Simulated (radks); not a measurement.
The numbers below are computed, except where a source is named.
Spherical quantum dot in the effective-mass picture: electrons in a hard-walled sphere of radius 2.06, with a point charge +1 (a donor) at the centre, all in effective atomic units (hartree* = m*/eps^2 hartree, bohr* = eps/m* bohr), one dielectric constant everywhere. Level of theory: non-relativistic Kohn-Sham, PBEsol, spin-polarised, spherical densities (a radial shooting solver with Libxc functionals). Levels are named by radial order and angular momentum (1s, 1p, 1d, 2s, ...), and open shells are averaged over m. Results are scaled to m* = 0.057 and eps = 16.1, for which hartree* = 5.984 meV and bohr* = 14.95 nm.

N = 7, configuration 1s2 1p(up 3, down 2). This is the lowest configuration that the search found. Occupied and some empty levels:

level,occupation,eigenvalue (meV),<r> (nm)
1s up,1,28.167,15.58
1s down,1,28.450,15.53
1p up,3,35.210,18.83
1p down,2,35.537,18.83
1d up,0,43.781,20.39
1d down,0,44.114,20.40
2s up,0,46.632,14.68
2s down,0,46.828,14.70
1f up,0,54.281,21.45
1f down,0,54.611,21.46

Energy (meV): total 131.074, kinetic 86.092, external -40.423, Hartree 109.62, exchange-correlation -24.218.
